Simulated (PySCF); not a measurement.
A PySCF script (with the pyscf-properties extension) for the NMR shieldings of SMILES C(CC)[Si@@H]1CC[SiH2]P1, C$_{5}$H$_{15}$PSi$_{2}$, on a GFN2-xTB geometry:

```python
import basis_set_exchange as bse
import numpy as np
from pyscf import gto, dft
from pyscf.prop import nmr

atoms = """
C    -3.737994    0.533079    0.356806
C    -2.383239   -0.165242    0.379443
C    -1.384761    0.507885   -0.553660
Si    0.289464   -0.387566   -0.623597
C     1.133971   -0.503386    1.094430
C     2.637112   -0.719686    0.936656
Si    3.371310    0.522224   -0.323180
P     1.754242    0.812707   -1.846223
H    -4.163290    0.501300   -0.644080
H    -3.634730    1.575843    0.649590
H    -4.432985    0.051167    1.040917
H    -2.509558   -1.208062    0.082327
H    -1.988356   -0.160389    1.397144
H    -1.807452    0.547936   -1.558415
H    -1.240167    1.543870   -0.240168
H     0.117486   -1.749964   -1.165382
H     0.697988   -1.301862    1.696897
H     0.961635    0.428694    1.637955
H     2.812895   -1.736407    0.578282
H     3.137194   -0.638495    1.902696
H     3.623745    1.818999    0.313430
H     4.606412    0.001422   -0.912819
H     2.134324   -0.247082   -2.643095
"""
names = dict.fromkeys(["C", "Si", "P", "H"], "pcSseg-1")
basis = {el: gto.basis.parse(bse.get_basis(n, elements=[el], fmt="nwchem")) for el, n in names.items()}
mol = gto.M(atom=atoms, basis=basis, charge=0, verbose=0)
mf = dft.RKS(mol, xc="PBE0")
mf.grids.level = 2
mf.grids.alignment = dft.numint.BLKSIZE   # the property module wants whole blocks of grid points
mf.conv_tol = 1e-9
mf.kernel()

calc = nmr.RKS(mf)   # GIAO
C = mf.mo_coeff
Co = C[:, mf.mo_occ > 0]
resp = mf.gen_response(singlet=True, hermi=2)
def vind(x):   # induced exchange potential for any number of trial vectors
    d = np.einsum("pi,xij,qj->xpq", C, 2 * x.reshape(-1, C.shape[1], Co.shape[1]), Co, optimize=True)
    return np.einsum("xpq,pi,qj->xij", resp(d - d.transpose(0, 2, 1)), C, Co, optimize=True).ravel()
mo1, _ = nmr.rhf.solve_mo1(calc, with_cphf=vind)
sigma = calc.kernel(mo1)
for i, s in enumerate(sigma):   # ppm
    print("%2d %-2s %9.2f" % (i, mol.atom_pure_symbol(i), np.trace(s) / 3))
```

Question: Give the expected output.

Answer: 
```
 0 C     165.65
 1 C     163.38
 2 C     163.27
 3 Si    338.83
 4 C     173.30
 5 C     173.54
 6 Si    376.42
 7 P     670.18
 8 H      30.72
 9 H      30.73
10 H      30.35
11 H      30.37
12 H      30.44
13 H      30.74
14 H      30.96
15 H      26.99
16 H      30.15
17 H      31.27
18 H      31.08
19 H      30.22
20 H      27.49
21 H      26.98
22 H      31.50
```

These numbers come from an equivalent density-fitted implementation of the same equations, which agrees with the script to about 0.01 ppm for H and up to a few tenths of a ppm for heavy atoms, so last digits may differ.

Size and cost of the density-fitted run: 232 basis functions, 91 s wall time on 1 thread of an Arm Neoverse N1, shared host; peak memory 1.1 GiB.
